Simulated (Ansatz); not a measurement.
Reaction (formal hydrolysis of a Ga–F bond): `[F][Ga]([Cl])[O][SiH3]` + H₂O → `[OH][Ga]([Cl])[O][SiH3]` + H–F

Program: Ansatz. Geometries: PBE0-D4/def2-TZVP. ΔE: electronic, gas phase. CBS: MP2 limit from def2 TZ/QZ plus the TZ coupled-cluster correction, frozen cores. This one scheme is used for every species. DFT in def2-TZVPP. B3LYP here is the variant with VWN-RPA as its local correlation; programs differ in this. For Ga outer-core shells are correlated without core-valence functions, which leaves a few kJ/mol of doubt a bond. Scalar relativity is left out up to krypton. One conformer a species, not always the lowest.

| level | ΔE (kJ/mol) | difference from CCSD(T)/CBS |
| --- | --- | --- |
| PBE-D4 | 19.3 | 2.9 |
| r2SCAN-D4 | 22.2 | 5.8 |
| PBE0-D4 | 19.4 | 3.0 |
| B3LYP-D4 | 21.5 | 5.1 |
| ωB97X-V | 23.2 | 6.8 |
| ωB97M-V | 22.0 | 5.6 |
| B2PLYP | 22.4 | 6.0 |
| PBE | 21.9 | 5.5 |
| r2SCAN | 22.9 | 6.5 |
| PBE0 | 21.7 | 5.3 |
| B3LYP | 25.7 | 9.3 |
| HF/def2-TZVPP | 30.9 | 14.5 |
| MP2/def2-TZVPP | 15.3 | -1.1 |
| SCS-MP2/def2-TZVPP | 18.7 | 2.3 |
| CCSD/def2-TZVPP | 19.4 | 3.0 |
| CCSD(T)/def2-TZVPP | 17.7 | 1.3 |
| HF/def2-QZVPP | 32.7 | 16.3 |
| MP2/def2-QZVPP | 15.2 | -1.2 |
| SCS-MP2/def2-QZVPP | 18.9 | 2.5 |
| HF/CBS(def2) | 32.9 | 16.5 |
| MP2/CBS(def2) | 14.1 | -2.3 |
| CCSD/CBS(def2) | 18.2 | 1.8 |
| CCSD(T)/CBS | 16.4 | 0 |

Largest T1 diagnostic among the species: 0.013.

In def2-TZVPP, CCSD(T) changes the Hartree–Fock value by −13.2 kJ/mol (the triples alone add −1.7 kJ/mol) and MP2 by −15.6 kJ/mol. The D4 term adds −4.2 kJ/mol with B3LYP and −2.3 kJ/mol with PBE0; it sums over pairs of atoms, weighted by their polarisabilities, and B3LYP, whose exchange is more repulsive, gets the larger term.

CCSD(T)/CBS has its own doubt, a few kJ/mol and more with outer-core shells, so smaller differences from it don't rank the levels.
